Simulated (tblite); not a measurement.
C6H13BOS.
Atom-mapped SMILES: `[CH3:1][S:2][CH2:3][B:4]([CH3:5])[C@@H:6]([CH3:7])[CH:8]=[O:9]` (hydrogens: H10, H11, H12 on C1; H13, H14 on C3; H15, H16, H17 on C5; H18 on C6; H19, H20, H21 on C7; H22 on C8)

Computed with GFN2-xTB (tblite), gas phase: L-BFGS steps from a force-field or distance-geometry start until the largest atomic force falls under 0.01 eV/Å.

Step 70: E = -761.1547 eV
```
atom  x, y, z in Å  |  force x, y, z in eV/Å
C1      3.6713    0.7969   -0.1331   -0.027  -0.019  -0.017
S2      2.6864   -0.7328   -0.1937    0.030   0.009   0.024
C3      1.1800   -0.1958    0.7285    0.007  -0.012  -0.014
B4     -0.1762   -0.2483   -0.0770   -0.015  -0.023  -0.023
C5     -0.2172   -0.3232   -1.6358    0.012  -0.004  -0.016
C6     -1.5448   -0.2164    0.7678   -0.003  -0.011   0.020
C7     -2.5071    0.8650    0.2597   -0.017  -0.008   0.000
C8     -2.1805   -1.5719    0.6484    0.042   0.009   0.010
O9     -3.0833   -1.8631   -0.0874    0.048   0.008   0.034
H10     3.1598    1.5778   -0.6903    0.021   0.005   0.027
H11     3.8327    1.0955    0.9003   -0.019  -0.018  -0.035
H12     4.6240    0.5714   -0.6020   -0.025   0.000  -0.001
H13     1.1582   -0.7924    1.6418   -0.018  -0.026   0.014
H14     1.3854    0.8294    1.0370   -0.027   0.033   0.016
H15     0.7132   -0.0300   -2.1156    0.013   0.004  -0.007
H16    -1.0329    0.2398   -2.0819    0.002  -0.015  -0.014
H17    -0.3876   -1.3662   -1.9125   -0.007   0.013  -0.004
H18    -1.3224   -0.0507    1.8260   -0.012  -0.012   0.024
H19    -1.9846    1.8036    0.0920   -0.027  -0.004  -0.011
H20    -2.9655    0.5331   -0.6678    0.018   0.046  -0.005
H21    -3.3006    1.0317    0.9854    0.002   0.005   0.001
H22    -1.7186   -2.3347    1.3094    0.002   0.020  -0.024
```

Step 71: E = -761.1553 eV
```
atom  x, y, z in Å  |  force x, y, z in eV/Å
C1      3.6678    0.7943   -0.1337   -0.007   0.004  -0.008
S2      2.6859   -0.7358   -0.1939    0.016   0.007   0.025
C3      1.1806   -0.1962    0.7288    0.008  -0.011  -0.010
B4     -0.1752   -0.2451   -0.0777   -0.004  -0.027  -0.014
C5     -0.2153   -0.3220   -1.6361    0.008  -0.005  -0.019
C6     -1.5437   -0.2149    0.7667   -0.007   0.014   0.017
C7     -2.5077    0.8659    0.2602   -0.032   0.000  -0.006
C8     -2.1763   -1.5717    0.6470    0.013   0.024   0.029
O9     -3.0808   -1.8644   -0.0861    0.056   0.006   0.025
H10     3.1546    1.5770   -0.6866    0.017  -0.001   0.014
H11     3.8300    1.0918    0.8998   -0.013  -0.022  -0.027
H12     4.6209    0.5725   -0.6039   -0.027  -0.001  -0.004
H13     1.1581   -0.7940    1.6416   -0.022  -0.018   0.007
H14     1.3873    0.8290    1.0379   -0.026   0.017   0.014
H15     0.7141   -0.0320   -2.1192    0.024   0.014   0.001
H16    -1.0313    0.2381   -2.0845   -0.008  -0.004  -0.016
H17    -0.3855   -1.3657   -1.9081   -0.012  -0.008  -0.009
H18    -1.3230   -0.0487    1.8253   -0.005  -0.017   0.021
H19    -1.9882    1.8073    0.0960   -0.028  -0.023  -0.005
H20    -2.9645    0.5365   -0.6692    0.023   0.043  -0.004
H21    -3.3039    1.0284    0.9845    0.015   0.001  -0.003
H22    -1.7143   -2.3317    1.3104    0.011   0.006  -0.027
```

**Question.** Estimate the geometry and energy of step 72. (The exact step hangs on the optimiser's Hessian estimate; all steps are aligned on step 71, rigid shifts and turns removed.)

**Answer.** E = -761.1558 eV, largest force 0.050 eV/Å
```
atom  x, y, z in Å  |  force x, y, z in eV/Å
C1      3.6648    0.7919   -0.1348    0.012   0.023   0.001
S2      2.6857   -0.7383   -0.1941   -0.001   0.001   0.022
C3      1.1814   -0.1964    0.7290    0.003  -0.008   0.000
B4     -0.1746   -0.2426   -0.0780    0.007  -0.022  -0.003
C5     -0.2135   -0.3208   -1.6361    0.002  -0.007  -0.021
C6     -1.5430   -0.2133    0.7666   -0.006   0.037   0.010
C7     -2.5088    0.8664    0.2602   -0.034   0.009  -0.009
C8     -2.1726   -1.5708    0.6468   -0.010   0.031   0.037
O9     -3.0776   -1.8650   -0.0848    0.049   0.001   0.009
H10     3.1499    1.5772   -0.6822    0.008  -0.003  -0.003
H11     3.8292    1.0873    0.8986   -0.006  -0.021  -0.012
H12     4.6172    0.5736   -0.6078   -0.024  -0.003  -0.009
H13     1.1576   -0.7963    1.6410   -0.023  -0.008  -0.001
H14     1.3892    0.8286    1.0401   -0.026  -0.005   0.009
H15     0.7153   -0.0330   -2.1212    0.028   0.019   0.007
H16    -1.0299    0.2361   -2.0870   -0.014   0.006  -0.016
H17    -0.3837   -1.3652   -1.9040   -0.012  -0.026  -0.015
H18    -1.3238   -0.0467    1.8255    0.000  -0.016   0.016
H19    -1.9924    1.8105    0.1004   -0.024  -0.030   0.003
H20    -2.9612    0.5405   -0.6726    0.022   0.033  -0.002
H21    -3.3086    1.0240    0.9820    0.023  -0.002  -0.007
H22    -1.7112   -2.3290    1.3115    0.026  -0.010  -0.019
```

The energy changes by -0.0005 eV. The first-order estimate −F·Δx gives -0.0007 eV and the mean of the old and new forces, exact on a quadratic surface, -0.0005 eV. The step makes an angle of 75° with the force vector and moves no atom by more than 0.007 Å.

The cost below is that of the whole relaxation. On one thread, Arm Neoverse V2 (aarch64), shared host, this took 2.1 s wall.
